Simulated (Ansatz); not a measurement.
```yaml
crystal:
  periodic: [false, false, false]
  atoms:
    - {symbol: S, position_ang: [0.395625, 1.978728, -0.429074]}
    - {symbol: C, position_ang: [0.930627, 0.284134, -0.089995]}
    - {symbol: Si, position_ang: [-0.454041, -0.800983, 0.547322]}
    - {symbol: I, position_ang: [-2.187135, -0.992472, -1.168882]}
    - {symbol: H, position_ang: [-0.654225, 1.660566, -1.207210]}
    - {symbol: H, position_ang: [1.675123, 0.364356, 0.708799]}
    - {symbol: H, position_ang: [1.426562, -0.157651, -0.956761]}
    - {symbol: H, position_ang: [-1.072416, -0.205471, 1.753159]}
    - {symbol: h, position_ang: [0.028380, -2.177408, 0.825644]}
basis:
  gaussian: {orbitals: def2-TZVPP, nuclear_model: gaussian}
hamiltonian: {xc: {name: HF}}
correlation: {method: rpa, electrons: all}
```

```sh
$ ansatz run in.yaml --threads 4 --pin off --events-out ev --progress --plain --max-ram 10444MiB
```

Shortened log:

```
Error: YAML parse error: error: line 12 column 16: `h` is not an element symbol (H … Og, case-exact)
10 |     - {symbol: H, position_ang: [1.426562, -0.157651, -0.956761]}
11 |     - {symbol: H, position_ang: [-1.072416, -0.205471, 1.753159]}
12 |     - {symbol: h, position_ang: [0.028380, -2.177408, 0.825644]}
13 | basis:
14 |   gaussian: {orbitals: def2-TZVPP, nuclear_model: gaussian}
```

**Question.** Something in this input is off. What?

**Answer.** An element symbol is wrong. The program refused the input.
